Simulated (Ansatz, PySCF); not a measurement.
Breaking the Se4–H5 bond in BH3Se (SMILES B[SeH]) (multiplicity 1 held, fragments rigid). Energies count from the point at 1.473 Å.
Geometry at that point (charge 0, multiplicity 1):
```xyz
5

B      0.450    -0.040    -1.503
H     -0.289    -0.560    -2.270
H      1.487     0.437    -1.819
Se    -0.132    -0.011     0.315
H      1.030     0.692     0.887
```

R- and RO- levels are restricted; in cc, def2 and unpolarised 6-31G sets they are followed outwards from rest. Unrestricted levels (U-) break spin symmetry where that is lower. Active spaces are followed from a long bond inwards. Levels need not reach the same state.

Correlated levels freeze the cores. Filled d and f shells under p-block atoms count as core. Rows in 3-21G carry no dispersion term and start afresh at each structure; the Pople sets are all-electron and without relativity.

The values were computed with Ansatz (a first-principles code) with Gaussian orbitals; PySCF for 3-21G rows. 

Energies in kcal/mol.

```tsv
R (Å)	R-HF/3-21G	R-HF/cc-pVTZ	U-CCSD(T)/cc-pVTZ	FIC-MRCISD+Q on CASSCF(4,3)/cc-pVTZ
1.179	33.6	34.1	35.7	35.6
1.326	6.2	5.7	6.7	6.7
1.473	0.0	0.0	0.0	0.0
1.621	4.2	5.8	4.4	4.4
1.768	13.6	17.2	13.7	13.7
1.989	32.0	38.0	30.8	30.4
2.210	52.0	59.1	47.4	45.8
2.578	83.4	90.0	68.1	64.0
2.947	109.6	114.5	76.3	73.3
3.389	133.8	136.2	78.6	77.5
3.978	155.6	155.8	79.1	78.9
4.715	170.6	170.6	79.2	79.2
```

Doubts at one or more of the structures used: a restricted determinant that unrestricted orbitals would lower (R-HF/3-21G, R-HF/cc-pVTZ); a spin-contaminated determinant (U-CCSD(T)/cc-pVTZ); T1 above 0.05 (U-CCSD(T)/cc-pVTZ); active orbitals that take no part (FIC-MRCISD+Q on CASSCF(4,3)/cc-pVTZ).
